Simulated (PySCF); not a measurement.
**BeO: from constants to spectrum**

RHF-CCSD(T) constants of BeO, ¹Σ⁺ (singlet), closed shell (Be 6-31G(d,p), O 6-31G(d,p); no relativity (PySCF 2.14); masses 9.0122 and 15.9949 u):

- ωe: 1424.3 cm⁻¹
- ωexe: 11.2 cm⁻¹
- Be: 1.6035 cm⁻¹
- αe: 0.0194 cm⁻¹
- De to Be + O: 3.88 eV

Question: What force constant and bond length do these constants imply?

Answer: Reduced mass μred = 5.7643 u; k = 5.8918×10⁻⁷·μred·ωe² (u, cm⁻¹, mdyn/Å) = 6.89 mdyn/Å; Re = √(16.8576/(μred·Be)) (u, cm⁻¹, Å) = 1.350 Å.

Question: Estimate the centrifugal constant D from the Kratzer relation and find the Dunham coefficient a1.

Answer: D = 4Be³/ωe² = 8.13e-06 cm⁻¹; a1 = −1 − αeωe/(6Be²) = -2.79.

Measured values (Huber and Herzberg, Constants of Diatomic Molecules (1979)): ωe = 1487.32 cm⁻¹, ωexe = 11.83 cm⁻¹, Be = 1.651 cm⁻¹, αe = 0.019 cm⁻¹.

Correlated steps freeze 1 core orbital. Correlated levels converge slowly with the basis: in double zeta they bind strong bonds too weakly, by up to about 1 eV, and carry superposition errors of some tenths. Where the molecule has an RHF reference, its open-shell atoms are computed with UHF. The CCSD T1 diagnostic is raised, a sign that a single reference may not be enough here.
